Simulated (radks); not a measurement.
The numbers below are computed, except where a source is named.
The mean radii <r> (bohr) of the occupied orbitals of an atom or ion are listed with their occupations. Code: a radial shooting solver on a logarithmic mesh with Libxc functionals. Model: Dirac Kohn-Sham, exchange-only B88, spin-unpolarised, spherical densities, finite nucleus; Fermi nuclear charge, rms radius of each element as measured or else 0.836 A^(1/3) + 0.57 fm.

| orbital | occ. | <r> |
|---|---|---|
| 1s1/2 | 2 | 0.03343 |
| 2s1/2 | 2 | 0.1453 |
| 2p1/2 | 2 | 0.1236 |
| 2p3/2 | 4 | 0.1284 |
| 3s1/2 | 2 | 0.4025 |
| 3p1/2 | 2 | 0.3956 |
| 3p3/2 | 4 | 0.4063 |
| 3d3/2 | 4 | 0.3820 |
| 3d5/2 | 6 | 0.3855 |
| 4s1/2 | 2 | 1.012 |
| 4p1/2 | 2 | 1.095 |
| 4p3/2 | 3 | 1.125 |
| 4d3/2 | 4 | 1.538 |
| 4d5/2 | 3 | 1.557 |
| 5s1/2 | 1 | 2.975 |
| 6s1/2 | 1 | 9.015 |

Name the element and its charge. Open shells, if any, fill j = l - 1/2 first.

Answer. Z = 44, ruthenium, charge 0: Ru in [Ar] 3d10 4s2 4p5 4d7 5s1 6s1. The 1s radius gives Z: for a bare nucleus <r> = (2 gamma + 1)/(2Z) with gamma = sqrt(1 - (Z/c)^2), 0.03289 bohr for Z = 44, and screening makes it slightly larger (0.03343 here). The occupations add up to 44, and the charge is Z minus that.
